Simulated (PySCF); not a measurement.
PySCF job for Cl3H3HfO2, SMILES [OH2]->[Hf]([OH])([Cl])([Cl])[Cl], multiplicity 1, TDDFT-B3LYP/def2-SVPD. Coordinates come from a PBE0-D3(BJ)/def2-SVP optimisation. The spin state was assumed, not searched. The def2 effective core potentials stand for the cores of Hf; spin–orbit coupling is left out. The values are those of a single conformer.

```python
import numpy as np
from pyscf import gto, scf, dft, tdscf

mol = gto.M(
    atom='''
    Hf    0.02409462    0.17145641    0.00000000
    Cl    2.32507257   -0.33408711    0.00000005
    Cl   -0.51926599   -0.80068459    2.12404749
    Cl   -0.51926589   -0.80068459   -2.12404751
    O     0.02571233    2.06222164    0.00000000
    H     0.21275001    2.99985572    0.00000000
    O    -2.32423400    0.18800251   -0.00000006
    H    -2.71529065   -0.22187666    0.78470041
    H    -2.71529062   -0.22187667   -0.78470052
    ''',
    basis='def2-SVPD',
    ecp={'Hf': 'def2-svp'},
    charge=0,
    spin=0,
    symmetry=True,
    max_memory=1600,
    verbose=4,
)
mf = dft.RKS(mol, xc='b3lyp').density_fit(auxbasis='def2-universal-jkfit')
mf.grids.level = 3
mf.conv_tol = 1e-9
mf.max_cycle = 100
mf.kernel()
mf.grids = dft.Grids(mol).set(level=1).build(with_non0tab=True)  # coarser grid for the response kernel
td = tdscf.TDDFT(mf)
td.singlet = True
td.nstates = 10
td.conv_tol = 1e-4
td.positive_eig_threshold = 1e-6
td.kernel(x0=td.get_init_guess(mf, 15))
td.analyze()
tt = tdscf.TDA(mf)
tt.singlet = False
tt.nstates = 4
tt.conv_tol = 1e-4
tt.positive_eig_threshold = 1e-6
tt.kernel(x0=tt.get_init_guess(mf, 9))
tt.analyze(verbose=3)
```

It prints:

```
PySCF version 2.14.0

[INPUT] verbose = 4
[INPUT] num. atoms = 9
[INPUT] num. electrons = 82
[INPUT] charge = 0
[INPUT] spin (= nelec alpha-beta = 2S) = 0
[INPUT] symmetry True subgroup None
[INPUT] Mole.unit = angstrom
[INPUT] Symbol           X                Y                Z      unit          X                Y                Z       unit  Magmom
[INPUT]  1 Hf     0.024094620000   0.171456410000   0.000000000000 AA    0.045532232875   0.324005657201   0.000000000000 Bohr   0.0
[INPUT]  2 Cl     2.325072570000  -0.334087110000   0.000000050000 AA    4.393750377039  -0.631333139647   0.000000094486 Bohr   0.0
[INPUT]  3 Cl    -0.519265990000  -0.800684590000   2.124047490000 AA   -0.981270506901  -1.513074587260   4.013868031670 Bohr   0.0
[INPUT]  4 Cl    -0.519265890000  -0.800684590000  -2.124047510000 AA   -0.981270317929  -1.513074587260  -4.013868069464 Bohr   0.0
[INPUT]  5 O      0.025712330000   2.062221640000   0.000000000000 AA    0.048589261724   3.897034107751   0.000000000000 Bohr   0.0
[INPUT]  6 H      0.212750010000   2.999855720000   0.000000000000 AA    0.402039251898   5.668905724010   0.000000000000 Bohr   0.0
[INPUT]  7 O     -2.324234000000   0.188002510000  -0.000000060000 AA   -4.392165709402   0.355273254631  -0.000000113384 Bohr   0.0
[INPUT]  8 H     -2.715290650000  -0.221876660000   0.784700410000 AA   -5.131155677092  -0.419286120833   1.482868864734 Bohr   0.0
[INPUT]  9 H     -2.715290620000  -0.221876670000  -0.784700520000 AA   -5.131155620400  -0.419286139731  -1.482869072604 Bohr   0.0

nuclear repulsion = 488.098237644096
point group symmetry = Cs
symmetry origin: [-3.32698265e-09  2.39542745e-09 -1.06463440e-09]
symmetry axis x: [ 1.00000000e+00 -2.51906822e-09 -1.49489414e-08]
symmetry axis y: [-2.51906823e-09 -1.00000000e+00 -8.16390081e-10]
symmetry axis z: [ 1.49489414e-08 -8.16390060e-10  1.00000000e+00]
num. orbitals of irrep A' = 116
num. orbitals of irrep A" = 70
number of shells = 76
number of NR pGTOs = 291
number of NR cGTOs = 186
basis = def2-SVPD
ecp = {'Hf': 'def2-svp'}


[settings echo left out]
init E= -1568.1148952164
HOMO (A") = -0.505889965659718  LUMO (A") = -0.349835222728118  gap/eV = 4.24647
cycle= 1 E= -1580.41252585822  delta_E= -12.3  |g|= 1.21  |ddm|= 8.13
HOMO (A') = -0.0979319129982799  LUMO (A') = -0.0123108734140627  gap/eV = 2.32987
cycle= 2 E= -1579.84365525915  delta_E= 0.569  |g|= 1.99  |ddm|= 2.83
HOMO (A") = -0.292196097175992  LUMO (A') = -0.0432965590579022  gap/eV = 6.77290
cycle= 3 E= -1580.73669277205  delta_E= -0.893  |g|= 0.282  |ddm|= 1.71
HOMO (A") = -0.316377911699406  LUMO (A") = -0.0835838717975492  gap/eV = 6.33465
cycle= 4 E= -1580.74726430463  delta_E= -0.0106  |g|= 0.176  |ddm|= 0.41
HOMO (A") = -0.316180467645366  LUMO (A") = -0.0682685141796107  gap/eV = 6.74603
cycle= 5 E= -1580.75404513335  delta_E= -0.00678  |g|= 0.0498  |ddm|= 0.187
HOMO (A") = -0.310494453243234  LUMO (A") = -0.06747336477371  gap/eV = 6.61294
cycle= 6 E= -1580.7546769666  delta_E= -0.000632  |g|= 0.00561  |ddm|= 0.0649
HOMO (A") = -0.311207078213543  LUMO (A") = -0.0676137840388669  gap/eV = 6.62851
cycle= 7 E= -1580.75468461987  delta_E= -7.65e-06  |g|= 0.0016  |ddm|= 0.00826
HOMO (A") = -0.311203307342171  LUMO (A") = -0.0675879978665725  gap/eV = 6.62911
cycle= 8 E= -1580.75468509727  delta_E= -4.77e-07  |g|= 0.000708  |ddm|= 0.00223
HOMO (A") = -0.311200595034297  LUMO (A") = -0.0676460921850137  gap/eV = 6.62746
cycle= 9 E= -1580.75468521271  delta_E= -1.15e-07  |g|= 0.00015  |ddm|= 0.000794
HOMO (A") = -0.311207982773964  LUMO (A") = -0.0676401881042854  gap/eV = 6.62782
cycle= 10 E= -1580.75468521746  delta_E= -4.76e-09  |g|= 3.83e-05  |ddm|= 0.000197
HOMO (A") = -0.311204955812042  LUMO (A") = -0.0676406817043227  gap/eV = 6.62772
cycle= 11 E= -1580.75468521775  delta_E= -2.86e-10  |g|= 2.04e-05  |ddm|= 6.93e-05
HOMO (A") = -0.311206839974234  LUMO (A") = -0.0676390707905568  gap/eV = 6.62782
Extra cycle  E= -1580.75468521761  delta_E= 1.37e-10  |g|= 3.15e-05  |ddm|= 5.63e-05
converged SCF energy = -1580.75468521761
tot grids = 45568
Overwritten attributes  positive_eig_threshold  of <class 'pyscf.tdscf.rks.TDDFT'>


******** <class 'pyscf.tdscf.rks.TDDFT'> for <class 'pyscf.df.df_jk.DFSymAdaptedRKS'> ********
nstates = 10 singlet
deg_eia_thresh = 1.000e-03
wfnsym = None
conv_tol = 0.0001
eigh lindep = 1e-12
eigh level_shift = 0
eigh max_cycle = 100


Excitation energies (eV)
[5.62428318 5.74040926 5.98931996 6.09138037 6.12930155 6.28696521
 6.39857524 6.52868012 6.60145881 6.65326831]

** Singlet excitation energies and oscillator strengths **
Excited State   1:   A"      5.62428 eV    220.44 nm  f=0.0062
      38 -> 42        0.11517
      40 -> 42       -0.69027
Excited State   2:   A'      5.74041 eV    215.98 nm  f=0.0436
      40 -> 43       -0.18321
      41 -> 42        0.66161
Excited State   3:   A'      5.98932 eV    207.01 nm  f=0.0025
      39 -> 42       -0.69811
Excited State   4:   A"      6.09138 eV    203.54 nm  f=0.0043
      37 -> 42        0.13600
      38 -> 42        0.56091
      41 -> 43       -0.39474
Excited State   5:  ???      6.12930 eV    202.28 nm  f=0.0180
      37 -> 42       -0.10542
      38 -> 42       -0.36155
      41 -> 43       -0.57312
Excited State   6:  ???      6.28697 eV    197.21 nm  f=0.0111
      37 -> 42        0.66504
      38 -> 42       -0.13418
      39 -> 43       -0.14767
Excited State   7:  ???      6.39858 eV    193.77 nm  f=0.0306
      36 -> 42        0.27061
      40 -> 43       -0.60635
      40 -> 44       -0.11850
      40 -> 45        0.11569
      41 -> 42       -0.12413
Excited State   8:  ???      6.52868 eV    189.91 nm  f=0.0000
      39 -> 43       -0.12058
      41 -> 44       -0.43424
      41 -> 45        0.52527
Excited State   9:  ???      6.60146 eV    187.81 nm  f=0.0017
      35 -> 42       -0.23366
      36 -> 42        0.50065
      37 -> 43       -0.10117
      38 -> 43        0.23752
      40 -> 43        0.11572
      40 -> 44        0.17367
      40 -> 45       -0.26944
Excited State  10:  ???      6.65327 eV    186.35 nm  f=0.0186
      34 -> 42       -0.11205
      37 -> 42        0.11689
      39 -> 43        0.64524
      41 -> 45        0.15108

** Transition electric dipole moments (AU) **
state          X           Y           Z        Dip. S.      Osc.
  1        -0.0000     -0.0000      0.2115      0.0447      0.0062
  2        -0.5444     -0.1181      0.0000      0.3103      0.0436
  3         0.0872      0.0985     -0.0000      0.0173      0.0025
  4         0.0000      0.0000     -0.1702      0.0290      0.0043
  5        -0.0000     -0.0000      0.3461      0.1198      0.0180
  6        -0.0000     -0.0000      0.2687      0.0722      0.0111
  7         0.4357     -0.0733      0.0000      0.1952      0.0306
  8         0.0000      0.0000      0.0041      0.0000      0.0000
  9         0.0875      0.0547     -0.0000      0.0107      0.0017
 10        -0.0000     -0.0000      0.3378      0.1141      0.0186

WARN: ECP detected. Skipping calculation of transition velocity and magnetic dipole moments, which have not yet been implemented.

Overwritten attributes  positive_eig_threshold  of <class 'pyscf.tdscf.rks.TDA'>


******** <class 'pyscf.tdscf.rks.TDA'> for <class 'pyscf.df.df_jk.DFSymAdaptedRKS'> ********
nstates = 4 triplet
deg_eia_thresh = 1.000e-03
wfnsym = None
conv_tol = 0.0001
eigh lindep = 1e-12
eigh level_shift = 0
eigh max_cycle = 100


Excitation energies (eV)
[5.2560226  5.47320999 5.88919681 5.90392371]

** Triplet excitation energies and oscillator strengths **
Excited State   1:   A'      5.25602 eV    235.89 nm  f=0.0000
Excited State   2:   A"      5.47321 eV    226.53 nm  f=0.0000
Excited State   3:   A'      5.88920 eV    210.53 nm  f=0.0000
Excited State   4:   A"      5.90392 eV    210.00 nm  f=0.0000
```

The run converged.
